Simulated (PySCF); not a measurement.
C2H6N, SMILES C([NH])C, multiplicity 2. The structure is a stationary point at r2SCAN-D4/def2-TZVP. The isomer is the one that the SMILES or the coordinates give; other isomers of the formula were not compared. Other conformers were not sampled.

The numbers are results of r2SCAN-D4/def2-TZVP in PySCF, not measurements.

Harmonic wavenumbers (cm⁻¹): 222, 317, 421, 726, 900, 1013, 1026, 1075, 1244, 1261, 1381, 1407, 1427, 1484, 1495, 2919, 2937, 3039, 3117, 3120, 3373. Rotational constants (GHz): 37.17, 9.339, 8.217; symmetry number 1.

Task: Work out the zero-point energy and the ideal-gas rigid-rotor harmonic-oscillator thermochemistry at 298.15 K and 1 atm.

Result: ZPE = ½ Σ hcν = ½ × 33904 cm⁻¹ = 202.79 kJ/mol. H − E(el) = 216.72 kJ/mol. Entropy in J/(mol K): translation 155.96, rotation 93.09, vibration 20.76, spin 5.76, total 275.57. G − E(el) = 134.56 kJ/mol. Cp = 66.66 J/(mol K).
